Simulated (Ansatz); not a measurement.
H4AlO4, charge -1, singlet, at a GFN2-xTB geometry (such geometries of metal compounds can be far from the true shape) (a gas-phase anion, which may not be bound at this level); MP2/6-31G* (Ansatz, a program for electronic structure).

Here is a job for Ansatz.
Ansatz 0.2 input:
```yaml
crystal:
  periodic: [false, false, false]
  atoms:
    - {symbol: Al, position_ang: [-0.00000000, -0.00000000, -0.00000000]}
    - {symbol: O, position_ang: [1.60013122, -0.41861514, -0.56945509]}
    - {symbol: H, position_ang: [1.76427401, -0.41833359, -1.50225942]}
    - {symbol: O, position_ang: [0.11470341, 0.26263230, 1.72563179]}
    - {symbol: H, position_ang: [0.83851758, 0.77410115, 2.05963706]}
    - {symbol: O, position_ang: [-0.51994549, 1.40745130, -0.89926369]}
    - {symbol: H, position_ang: [-1.43029173, 1.66471842, -0.85289347]}
    - {symbol: O, position_ang: [-1.19488915, -1.25146846, -0.25691301]}
    - {symbol: H, position_ang: [-1.17249985, -2.02048599, 0.29551583]}
basis:
  gaussian:
    orbitals: 6-31G*
total_charge: -1
magnetization: {spin_polarized: false}
correlation: {method: mp2}
```

Output, abridged:

```
Functional definition: HF
793 factors; integrals over basis functions are off by at most 4.9e-4 eV
mean field evaluation 1: about -14796.6966 eV, gradient 4.4e1 eV
mean field evaluation 2: about -14796.7167 eV, gradient 4.4e1 eV
mean field evaluation 4: about -14800.3935 eV, gradient 2.8e0 eV
mean field evaluation 8: about -14800.4179 eV, gradient 6.3e-5 eV
mean field -14800.41785034 eV, -543.9053239163 hartree, gradient 2.9e-6 eV, S^2 0.000000; 0 other end points of the search recorded, 0 dependent functions left out
9 core orbitals not correlated
reference -14800.41785034 eV, -543.9053239163 hartree; 16, 16 occupied and 62, 62 virtual orbitals, 793 factors
second order -21.43291025 eV of doubles, -0.00000000 eV of singles
Total energy: -14821.85076058 eV, -544.6929688400 hartree
```
